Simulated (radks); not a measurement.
Q: These are the eigenvalues of the occupied orbitals of an atom or ion with whole-number occupations (Ry). All-electron calculation, scalar-relativistic Kohn-Sham, exchange-only LDA, spin-polarised, spherical densities, point nucleus. Program: a radial shooting solver on a logarithmic mesh with Libxc functionals.

orbital  eigenvalue
1s up     -2979.937
1s down   -2979.932
2s up     -496.5646
2s down   -496.4425
2p up     -447.3558
2p down   -447.2567
3s up     -124.4307
3s down   -124.3456
3p up     -108.7819
3p down   -108.6911
3d up     -86.57604
3d down   -86.45992
4s up     -41.74868
4s down   -41.40078
4p up     -36.44258
4p down   -36.09735
4d up     -28.76071
4d down   -28.42202

Which element is it, and in what charge state? The configuration may be excited. Open shells, if any, are filled with parallel spins first.

A: Z = 58, cerium, charge +15: Ce15+ in [Kr] 4d7. The list shows which subshells hold electrons but not how many an open one holds; the 1s level, -1490 hartree, gives Z - s = 54.6 by -(Z - s)^2/2, which with screening and relativity narrows Z to a few neighbours, and the depths of the outer levels then fix element, charge and occupations together.
